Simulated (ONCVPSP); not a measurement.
# What one change does to a pseudopotential (Sn, ONCV)

```
Element                 : Sn (Z = 50)
Generator               : ONCVPSP 4.0.1
Type                    : optimised norm-conserving Vanderbilt (ONCV)
Functional              : PBE
Relativity              : non-relativistic
Frozen core             : [Ar] 3d10 4s2
Valence charge          : 20
Reference configuration : 4p6 4d10 5s1.75 5p2.25
Partial waves           : 5s: rc 2.15 bohr, ncon 4, nbas 7, qcut 2.6 1/bohr, 2 projectors, debl 3.4 Ha; 4p+5p: rc 1.55 bohr, ncon 4, nbas 8, qcut 10.7 1/bohr, 2 projectors; 4d: rc 0.95 bohr, ncon 3, nbas 6, qcut 9.2 1/bohr, 2 projectors, debl 1.6 Ha
Local potential         : polynomial inside 0.75 bohr (lpopt 3, dvloc0 -1 Ha)
Core correction         : none
```

Change: s: rc 2.58.

Cutoffs: the cutoffs (Ha) at which the residual kinetic energy of the hardest occupied pseudo-wave falls to 1 and 0.1 mHa per electron; they do not see the model core or the augmentation charge, which bear on the density cutoff. Errors are all-electron minus pseudo energies relative to the spin-unpolarised reference configuration.

**Question.** How do hardness, ghosts and transferability respond?

**Answer.** The potential gets neither clearly harder nor softer (44 Ha and 127 Ha → 44 Ha and 127 Ha); both files keep a bound ghost (s); of the 4 tests that both files solve, the error grows in 2 and shrinks in 0 by more than 15 % and 0.3 meV (median size 0.8 → 2.7 meV).

| quantity | base | changed |
| --- | --- | --- |
| cutoff, loose | 44 Ha | 44 Ha |
| cutoff, tight | 127 Ha | 127 Ha |
| loose cutoff by channel | s 18 Ha, p 24 Ha, d 44 Ha | s 9.6 Ha, p 24 Ha, d 44 Ha |
| bound ghosts | s | s |
| GHOST(+) flags under 300 eV | s at 106.7 eV | s at 91.3 eV |
| error for 4p6 4d10 5s2 5p2, meV [ΔE -1.52 eV] | -0.3 | -0.6 |
| error for 4p6 4d10 5s2 5p1, meV [ΔE 5.42 eV] | -0.9 | -0.7 |
| error for 4p6 4d10 5s2 5p0, meV [ΔE 19.37 eV] | -0.7 | +4.7 |
| error for 4p6 4d10 5s0 5p4, meV [ΔE 10.93 eV] | -17 | -36 |
| p: phases at 1.57 bohr within 0.05 rad from the reference energy up to (Ha; the scan ends near 5) | to the end of the scan | to the end of the scan |
| d: phases at 0.96 bohr within 0.05 rad from the reference energy up to (Ha; the scan ends near 5) | to the end of the scan | to the end of the scan |

 A true bound ghost makes a file unfit for plane-wave use even where its test errors are small: the radial tests pick states by their node count and pass the ghost by.
